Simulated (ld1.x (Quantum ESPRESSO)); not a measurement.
**niobium (Nb) PAW: all-electron and pseudo phase curves**

* Element: niobium
* Generator: ld1.x (Quantum ESPRESSO) 7.5
* Type: PAW
* Functional: PBE
* Relativity: non-relativistic
* Frozen core: [Ar] 3d10
* Valence charge: 13
* Reference configuration: 4s2 4p6 4d4 5s0.5 5p0.5
* Partial waves: 4s (bound): rcut 1.60, rcutus 1.80 bohr; 5s (bound): rcut 1.60, rcutus 1.80 bohr; 4p (bound): rcut 2.35, rcutus 2.70 bohr; 5p (bound): rcut 2.35, rcutus 2.70 bohr; 4d (bound): rcut 2.20, rcutus 2.85 bohr; 4d channel at 1.8 Ry: rcut 2.20, rcutus 2.85 bohr
* Local potential: all-electron potential smoothed inside 2.80 bohr (lloc = -1)
* Core correction: a·sin(br)/r model core, default radius (core density twice the valence density)
* Augmentation charge: PSQ, inside the norm-conserving radii

The phase is arctan(r·u′/u) with u = r·R(r), unwrapped; energies in Ry, scanned from -6 to 5 Ry. A pole is an energy at which the radial function vanishes at the test radius. The pseudo phase is shifted by a multiple of π to meet the all-electron one at the reference energy, and phase errors are pseudo minus all-electron; the curves can meet again beyond the range given. Levels narrower than the energy grid can be missing from the lists of poles.

```json
{"channel": "s", "radius (bohr)": "3.10", "reference energy (Ry)": "-0.30", "poles, all-electron": "-4.10, 1.50", "poles, pseudo": "-4.10, 1.49", "unbroken range about the reference energy with phases within 0.05 rad": "below 4.1", "phase error 1 Ry above the reference energy (rad)": "-0.000"}
{"channel": "p", "radius (bohr)": "3.10", "reference energy (Ry)": "-0.10", "poles, all-electron": "-2.50, 2.37", "poles, pseudo": "-2.50, 2.19", "unbroken range about the reference energy with phases within 0.05 rad": "below 3.0", "phase error 1 Ry above the reference energy (rad)": "-0.013"}
{"channel": "d", "radius (bohr)": "3.10", "reference energy (Ry)": "-0.28", "poles, all-electron": "0.02, 4.14", "poles, pseudo": "0.03, 4.58", "unbroken range about the reference energy with phases within 0.05 rad": "below 5.0", "phase error 1 Ry above the reference energy (rad)": "+0.006"}
```

Phases in the d channel:

```tsv
E (Ry)	all-electron	pseudo
-6.00	1.438	1.440
-5.48	1.432	1.434
-4.96	1.425	1.427
-4.44	1.416	1.418
-3.92	1.406	1.408
-3.40	1.393	1.396
-2.88	1.377	1.380
-2.36	1.355	1.358
-1.84	1.322	1.326
-1.32	1.263	1.268
-0.80	1.099	1.106
-0.28	-0.971	-0.971
0.24	-1.690	-1.686
0.76	-1.871	-1.865
1.28	-2.167	-2.161
1.80	-3.273	-3.273
2.32	-4.271	-4.263
2.84	-4.521	-4.507
3.36	-4.625	-4.607
3.88	-4.688	-4.663
4.40	-4.735	-4.702
4.92	-4.779	-4.731
```
